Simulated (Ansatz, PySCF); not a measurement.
Complex: H2O (SMILES O) (first 3 atoms) with C2H6O (SMILES CCO); geometry from B3LYP-D3(BJ)/def2-TZVP, rigid monomers moved along the line of their centres of mass till H2···O6 is 2.62 Å.
(charge 0, multiplicity 1):
```csv
atom,x (Å),y (Å),z (Å)
O,-0.2192,0.3078,0.1725
H,0.3039,0.1022,0.9666
H,0.1251,-0.2641,-0.5197
C,-1.2997,0.3307,4.2666
C,-0.2654,-0.7758,4.1851
O,0.9121,-0.3787,3.4654
H,-2.1908,-0.0215,4.7911
H,-1.5893,0.6575,3.2676
H,-0.9103,1.1915,4.8175
H,0.0165,-1.1263,5.1836
H,-0.6578,-1.6285,3.6313
H,1.2915,0.3951,3.8974
```

Monomers are frozen at their geometry in the pair; levels with a basis set take the counterpoise correction.

Cores are frozen in the correlated methods.

Run with Ansatz (Gaussian orbitals); PySCF for the dispersion terms. Each number belongs to the level named beside it.

PBE/def2-TZVPPD gives -3.40 kcal/mol for the interaction energy.

Task: Predict the shift from PBE, with its sign, for: PBE-D3(BJ)/def2-TZVPPD, r2SCAN/def2-TZVPPD, PBE0/def2-TZVPPD, wB97M-V/def2-TZVPPD, MP2/aug-cc-pVDZ, CCSD(T)/aug-cc-pVDZ.

Result: PBE-D3(BJ)/def2-TZVPPD -0.52; r2SCAN/def2-TZVPPD -0.12; PBE0/def2-TZVPPD 0.05; wB97M-V/def2-TZVPPD -0.29; MP2/aug-cc-pVDZ -0.21; CCSD(T)/aug-cc-pVDZ -0.19 kcal/mol. 1 of 6 lie above PBE; the widest gap is to PBE-D3(BJ)/def2-TZVPPD.

Ansatz is a program for electronic structure.
